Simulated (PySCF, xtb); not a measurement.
CH8O3Si2, SMILES C[Si](O)(O)[SiH2]O.

GFN2-xTB in xtb at its own geometry gives an orbital gap of 4.79 eV and a dipole moment of 1.70 D.

Coordinates come from a TPSSh-D3(BJ)/def2-SVP optimisation. This is a generated structure with no PubChem entry under its InChIKey; it may be hypothetical. One conformer was computed; it need not be the lowest.

Q: What does PySCF with M06-2X/def2-TZVP give? (Estimate from the structure and the level; the computed values follow.)

A: gap 9.14 eV (levels -8.83 and 0.31 eV), dipole 1.08 D.
